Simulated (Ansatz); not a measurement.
Reaction (formal exchange of groups at a C–F bond): `[OH][GeH]([OH])[CH2]F` + CH₄ → `C[CH2][GeH]([OH])[OH]` + H–F

Calculated with Ansatz (gas phase, PBE0-D4/def2-TZVP geometries, no zero-point term in ΔE). CCSD(T)/CBS is the MP2 limit (def2-TZVPP, def2-QZVPP) plus CCSD(T) − MP2 in def2-TZVPP, frozen cores. This one scheme is used for every species. DFT in def2-TZVPP. For Ge outer-core shells are correlated without core-valence functions, which leaves a few kJ/mol of doubt a bond. Scalar relativity is left out up to krypton. Each species was taken in one conformer, which may not be the lowest.

```json
{"level": "PBE-D4", "ΔE (kcal/mol)": "-12.1", "difference from CCSD(T)/CBS": "4.0"}
{"level": "r2SCAN-D4", "ΔE (kcal/mol)": "-11.8", "difference from CCSD(T)/CBS": "4.3"}
{"level": "ωB97M-V", "ΔE (kcal/mol)": "-12.6", "difference from CCSD(T)/CBS": "3.5"}
{"level": "B2PLYP", "ΔE (kcal/mol)": "-12.0", "difference from CCSD(T)/CBS": "4.1"}
{"level": "r2SCAN", "ΔE (kcal/mol)": "-11.5", "difference from CCSD(T)/CBS": "4.6"}
{"level": "SCS-MP2/def2-TZVPP", "ΔE (kcal/mol)": "-15.0", "difference from CCSD(T)/CBS": "1.1"}
{"level": "CCSD(T)/def2-TZVPP", "ΔE (kcal/mol)": "-14.9", "difference from CCSD(T)/CBS": "1.2"}
{"level": "SCS-MP2/def2-QZVPP", "ΔE (kcal/mol)": "-15.8", "difference from CCSD(T)/CBS": "0.3"}
{"level": "MP2/CBS(def2)", "ΔE (kcal/mol)": "-18.7", "difference from CCSD(T)/CBS": "-2.6"}
{"level": "CCSD/CBS(def2)", "ΔE (kcal/mol)": "-15.8", "difference from CCSD(T)/CBS": "0.3"}
{"level": "CCSD(T)/CBS", "ΔE (kcal/mol)": "-16.1", "difference from CCSD(T)/CBS": "0"}
```

Largest T1 diagnostic among the species: 0.012.

In def2-TZVPP, CCSD(T) changes the Hartree–Fock value by −5.1 kcal/mol (the triples alone add −0.3 kcal/mol) and MP2 by −7.6 kcal/mol. The D4 term adds −1.7 kcal/mol with B3LYP and −1.0 kcal/mol with PBE0; it sums over pairs of atoms, weighted by their polarisabilities, and B3LYP, whose exchange is more repulsive, gets the larger term.

B3LYP here is the variant with VWN-RPA as its local correlation; programs differ in this.
